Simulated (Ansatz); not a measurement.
Reaction (formal loss of a carbene): `FCSC[SiH3]` → `[CH]F` + `[SiH3]CS`

Computed with Ansatz on PBE0-D4/def2-TZVP structures; ΔE is electronic, products minus reactants. CCSD(T)/CBS adds triple-zeta CCSD(T) − MP2 to the extrapolated MP2 energy (def2 sets, frozen cores). This one scheme is used for every species. DFT in def2-TZVPP. B3LYP here is the variant with VWN-RPA as its local correlation; programs differ in this. Each species was taken in one conformer, which may not be the lowest.

```tsv
level	ΔE (eV)
B3LYP-D4	3.82
ωB97X-V	3.87
ωB97M-V	3.79
PBE	3.95
r2SCAN	4.03
HF/def2-TZVPP	3.24
CCSD(T)/def2-TZVPP	3.72
HF/def2-QZVPP	3.24
```

(1) What does CCSD(T)/CBS give? (Best estimate.)

Largest T1 diagnostic among the species: 0.018.

## Answers

(1) Ansatz gave: +3.81 eV. The listed levels differ from it by 0.01, 0.06, -0.02, 0.14, 0.22, -0.57, -0.09, -0.57 eV.

The D4 term adds +0.13 eV with B3LYP and +0.07 eV with PBE0; it sums over pairs of atoms, weighted by their polarisabilities, and B3LYP, whose exchange is more repulsive, gets the larger term. In def2-TZVPP, CCSD(T) changes the Hartree–Fock value by +0.47 eV (the triples alone add +0.05 eV) and MP2 by +0.78 eV.
